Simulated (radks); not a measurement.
Values are calculated unless marked as measured or tabulated.
Spherical quantum dot in the effective-mass picture: electrons in a parabolic well V = omega^2 r^2 / 2 with omega = 4.12, all in effective atomic units (hartree* = m*/eps^2 hartree, bohr* = eps/m* bohr), one dielectric constant everywhere. Level of theory: non-relativistic Kohn-Sham, PBE, spin-polarised, spherical densities (a radial shooting solver with Libxc functionals). Levels are named by radial order and angular momentum (1s, 1p, 1d, 2s, ...), and open shells are averaged over m. Results are scaled to m* = 0.047 and eps = 17.6, for which hartree* = 4.129 meV and bohr* = 19.82 nm.

N = 33, configuration 1s2 1p6 1d10 2s2 1f(up 7, down 6). This is the lowest configuration that the search found. Occupied and some empty levels:

level,occupation,eigenvalue (meV),<r> (nm)
1s up,1,150.61,14.49
1s down,1,150.65,14.47
1p up,3,160.49,18.83
1p down,3,160.56,18.81
1d up,5,170.91,21.96
1d down,5,171.00,21.95
2s up,1,171.79,19.72
2s down,1,171.86,19.73
1f up,7,181.93,24.43
1f down,6,182.03,24.42
2p up,0,183.70,22.11
2p down,0,183.76,22.12
1g up,0,193.56,26.50
1g down,0,193.66,26.50
2d up,0,196.11,24.38
2d down,0,196.17,24.39

Energy (meV): total 3890.58, kinetic 671.05, external 1522.6, Hartree 1835.5, exchange-correlation -138.53.
